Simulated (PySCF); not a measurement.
C2H6OZn, triplet, at the geometry of the source list (a higher spin typed on purpose: for a closed-shell molecule this is an excited state); PBE/6-31G* (PySCF).

PySCF was given this input:
```python
from pyscf import gto, scf, dft

mol = gto.M(
    atom='''
Zn    1.01820000    0.69780000    0.89030000
C     0.34110000   -0.64110000   -0.45740000
C    -1.00680000   -0.29150000   -1.07450000
H     0.24890000   -1.57630000    0.09250000
H     1.06390000   -0.80590000   -1.25070000
H    -0.95520000    0.62120000   -1.66360000
H    -1.77450000   -0.16580000   -0.31420000
H    -1.32120000   -1.09920000   -1.73790000
O     0.92110000    1.32930000    2.50770000
H     1.46450000    1.93140000    3.00790000
''',
    basis='6-31g*',
    spin=2,
    verbose=4,
)

mf = dft.UKS(mol)
mf.xc = 'pbe'
mf.init_guess = 'atom'
mf.kernel()
mf.analyze()
```

It wrote (shortened):

```
PySCF version 2.14.0

[INPUT] verbose = 4
[INPUT] num. atoms = 10
[INPUT] num. electrons = 56
[INPUT] charge = 0
[INPUT] spin (= nelec alpha-beta = 2S) = 2
[INPUT] symmetry False subgroup None
[INPUT] Mole.unit = angstrom
[INPUT] Symbol           X                Y                Z      unit          X                Y                Z       unit  Magmom
[...]
nuclear repulsion = 245.552016400999
number of shells = 42
number of NR pGTOs = 202
number of NR cGTOs = 88
basis = 6-31g*
ecp = {}

******** <class 'pyscf.dft.uks.UKS'> ********
method = UKS
initial guess = atom
damping factor = 0
level_shift factor = 0
DIIS = <class 'pyscf.scf.diis.CDIIS'>
diis_start_cycle = 1
diis_space = 8
diis_damp = 0
SCF conv_tol = 1e-09
SCF conv_tol_grad = None
SCF max_cycles = 50
direct_scf = True
direct_scf_tol = 1e-13
number electrons alpha = 29  beta = 27
XC library pyscf.dft.libxc version 7.1.2
    S. Lehtola, C. Steigemann, M. J. T. Oliveira, and M. A. L. Marques,  SoftwareX 7, 1–5 (2018)
XC functionals = pbe
    J. P. Perdew, K. Burke, and M. Ernzerhof,  Phys. Rev. Lett. 77, 3865 (1996)
    J. P. Perdew, K. Burke, and M. Ernzerhof,  Phys. Rev. Lett. 78, 1396 (1997)
    J. P. Perdew, K. Burke, and M. Ernzerhof,  Phys. Rev. Lett. 77, 3865 (1996)
    J. P. Perdew, K. Burke, and M. Ernzerhof,  Phys. Rev. Lett. 78, 1396 (1997)
radial grids:
    Treutler-Ahlrichs [JCP 102, 346 (1995); DOI:10.1063/1.469408] (M4) radial grids

becke partition: Becke, JCP 88, 2547 (1988); DOI:10.1063/1.454033
pruning grids: <function nwchem_prune>
grids dens level: 3
symmetrized grids: False
atomic radii adjust function: <function treutler_atomic_radii_adjust>
small_rho_cutoff = 0
Set gradient conv threshold to 3.16228e-05
Spherically averaged atomic HF for {'Zn', 'O', 'C', 'H'}

******** <class 'pyscf.scf.atom_hf.AtomSphAverageRHF'> ********
method = AtomSphAverageRHF
initial guess = minao
damping factor = 0
level_shift factor = 0
DIIS = <class 'pyscf.scf.diis.CDIIS'>
diis_start_cycle = 1
diis_space = 8
diis_damp = 0
SCF conv_tol = 1e-09
SCF conv_tol_grad = None
SCF max_cycles = 50
direct_scf = True
direct_scf_tol = 1e-13
atom = Zn
Set gradient conv threshold to 3.16228e-05
Initial guess from minao.
init E= -1777.01576507255
cycle= 1 E= -1777.47715170947  delta_E= -0.461  |g|=    0  |ddm|= 0.307
cycle= 2 E= -1777.47950778766  delta_E= -0.00236  |g|=    0  |ddm|= 0.216
cycle= 3 E= -1777.48107109119  delta_E= -0.00156  |g|=    0  |ddm|= 0.038
[...]
SCF not converged.
Total Energy =                       -1933.478055546592714
[...]
spin_pop of  2 C 2pz       0.00948
spin_pop of  2 C 3px       0.00015
spin_pop of  2 C 3py       0.00042
spin_pop of  2 C 3pz       0.00034
spin_pop of  2 C 3dxy      0.00012
spin_pop of  2 C 3dyz      0.00013
spin_pop of  2 C 3dz^2     0.00002
spin_pop of  2 C 3dxz      0.00008
spin_pop of  2 C 3dx2-y2    0.00003
spin_pop of  3 H 1s       -0.00102
spin_pop of  3 H 2s        0.00016
spin_pop of  4 H 1s       -0.00505
spin_pop of  4 H 2s        0.00090
spin_pop of  5 H 1s        0.00856
spin_pop of  5 H 2s        0.00090
spin_pop of  6 H 1s        0.00501
spin_pop of  6 H 2s        0.00017
spin_pop of  7 H 1s        0.05405
spin_pop of  7 H 2s        0.00025
spin_pop of  8 O 1s       -0.00000
spin_pop of  8 O 2s        0.03387
spin_pop of  8 O 3s        0.00641
spin_pop of  8 O 2px       0.18301
spin_pop of  8 O 2py       0.16395
spin_pop of  8 O 2pz       0.05797
spin_pop of  8 O 3px       0.00069
spin_pop of  8 O 3py       0.00249
spin_pop of  8 O 3pz       0.00272
spin_pop of  8 O 3dxy      0.00008
spin_pop of  8 O 3dyz      0.00041
spin_pop of  8 O 3dz^2     0.00003
spin_pop of  8 O 3dxz      0.00019
spin_pop of  8 O 3dx2-y2    0.00025
spin_pop of  9 H 1s        0.00332
spin_pop of  9 H 2s        0.00178
 ** Mulliken Spin Density (per atom)  **
spin density of  0 Zn =      0.82483
spin density of  1 C =      0.63537
spin density of  2 C =      0.01871
spin density of  3 H =     -0.00086
spin density of  4 H =     -0.00415
spin density of  5 H =      0.00946
spin density of  6 H =      0.00518
spin density of  7 H =      0.05430
spin density of  8 O =      0.45207
spin density of  9 H =      0.00510
 ** Mulliken pop alpha/beta on meta-lowdin orthogonal AOs **
 ** Mulliken pop       alpha | beta **
In total            29.00000 | 27.00000
 ** Mulliken atomic charges   ( Nelec_alpha | Nelec_beta ) **
charge of  0Zn =      0.67395  (    15.07544     14.25061 )
charge of  1C =     -0.51546  (     3.57542      2.94005 )
charge of  2C =     -0.31562  (     3.16716      3.14845 )
charge of  3H =      0.11699  (     0.44108      0.44194 )
charge of  4H =      0.13123  (     0.43231      0.43646 )
charge of  5H =      0.12150  (     0.44398      0.43452 )
charge of  6H =      0.11786  (     0.44366      0.43848 )
charge of  7H =      0.14278  (     0.45576      0.40146 )
charge of  8O =     -0.80544  (     4.62875      4.17668 )
charge of  9H =      0.33221  (     0.33644      0.33135 )
Dipole moment(X, Y, Z, Debye): -1.93816, -1.84668, -0.70188
```

The run did not converge; its last values are not results.
